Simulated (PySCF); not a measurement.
## Excitation energy of N by level of theory

N [He] 2s2 2p3 (4S) → N [He] 2s1 2p4 (4P), as a difference of total energies. Computed with PySCF 2.14 in dyall-acv3z, with no relativity, point nucleus. Correlated levels: valence: 1s2 frozen; virtual orbitals above 40 to 60 times the deepest correlated orbital energy dropped. The calculations carry no spin-orbit coupling.

| method | excitation energy (eV) | error (eV) |
| --- | --- | --- |
| UHF | 10.870 | -0.057 |
| MP2 (valence) | 11.044 | +0.117 |
| SCS-MP2 (valence) | 11.065 | +0.138 |
| CCSD (valence) | 10.880 | -0.047 |
| CCSD(T) (valence) | 10.814 | -0.113 |

Reference: 10.927 eV (measured; NIST levels, between the centres of gravity of the two terms).

Errors of the correlated levels include the incompleteness of this basis and the frozen core.

The coupled-cluster amplitudes are large for the upper state (T1 above 0.03 or a double amplitude above 0.15), so a single reference is strained.
